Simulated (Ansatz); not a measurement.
Compare A (`C#[C][GeH]([NH2])[SH]`) with its isomer B (`S[CH]1N=[CH][GeH2]1`).

Calculated with Ansatz (gas phase, PBE0-D4/def2-TZVP geometries, no zero-point term in ΔE). CBS: MP2 limit from def2 TZ/QZ plus the TZ coupled-cluster correction, frozen cores. Functionals use def2-TZVPP. B3LYP here is the variant with VWN-RPA as its local correlation; programs differ in this. For Ge outer-core shells are correlated without core-valence functions, which leaves a few kJ/mol of doubt a bond. Scalar relativity is left out up to krypton. Each species was taken in one conformer, which may not be the lowest.

A:

```xyz
10

C    -0.795   -2.317   -0.381
C    -0.550   -1.137   -0.323
Ge   -0.143    0.726   -0.218
N     1.634    1.134   -0.225
S    -0.883    1.429    1.749
H    -1.012   -3.359   -0.435
H    -0.786    1.441   -1.412
H     2.088    1.031   -1.122
H     2.176    0.658    0.483
H    -1.728    0.394    1.885
```

B:

Z-matrix (Å, degrees):
```
C
N 1 1.472
S 1 1.810 2 108.5
Ge 1 2.009 2 89.7 3 -121.2
H 1 1.091 2 110.1 3 119.7
C 2 1.277 1 105.7 3 121.5
H 3 1.343 1 95.6 2 177.0
H 4 1.543 1 120.3 2 -110.4
H 4 1.537 1 117.4 2 111.1
H 6 1.090 2 121.0 1 178.6
```

Q: Which isomer does CCSD(T)/CBS put lower? Give the gap. (Estimate.)

A: Computed: A, by 148.8 kJ/mol.

Q: Give E(B) − E(A) in kJ/mol with HF/def2-TZVPP, PBE0-D4, CCSD/def2-TZVPP, MP2/def2-TZVPP, B3LYP, CCSD(T)/def2-TZVPP, B3LYP-D4. (Best estimate.)

A: Ansatz gave: HF/def2-TZVPP 184.2, PBE0-D4 122.8, CCSD/def2-TZVPP 156.8, MP2/def2-TZVPP 162.6, B3LYP 146.2, CCSD(T)/def2-TZVPP 150.9, B3LYP-D4 142.4. None reverses the order clearly.

Largest T1 diagnostic: 0.013.

From PBE to PBE0 (25 % exact exchange), in def2-TZVPP and without D4, E(B) − E(A) moves by +9.3 kJ/mol. The D4 term adds −3.9 kJ/mol with B3LYP and −1.6 kJ/mol with PBE0; it sums over pairs of atoms, weighted by their polarisabilities, and B3LYP, whose exchange is more repulsive, gets the larger term.
